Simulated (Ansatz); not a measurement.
Reaction (isomerisation): `B[SiH](N)[SiH2]F` → `B[SiH2][SiH](N)F`

Gas-phase electronic energies from Ansatz, PBE0-D4/def2-TZVP geometries. CCSD(T)/CBS adds triple-zeta CCSD(T) − MP2 to the extrapolated MP2 energy (def2 sets, frozen cores). Functionals use def2-TZVPP. Each species was taken in one conformer, which may not be the lowest.

```csv
level,ΔE (kcal/mol)
r2SCAN,-9.7
SCS-MP2/def2-QZVPP,-8.5
```

**Question.** What does CCSD(T)/CBS give? (Estimate.)

**Answer.** The calculation gave: -9.1 kcal/mol. The listed levels differ from it by -0.6, 0.6 kcal/mol.

Largest T1 diagnostic among the species: 0.014.

In def2-TZVPP, CCSD(T) changes the Hartree–Fock value by −1.8 kcal/mol (the triples alone add −0.4 kcal/mol) and MP2 by −1.8 kcal/mol.
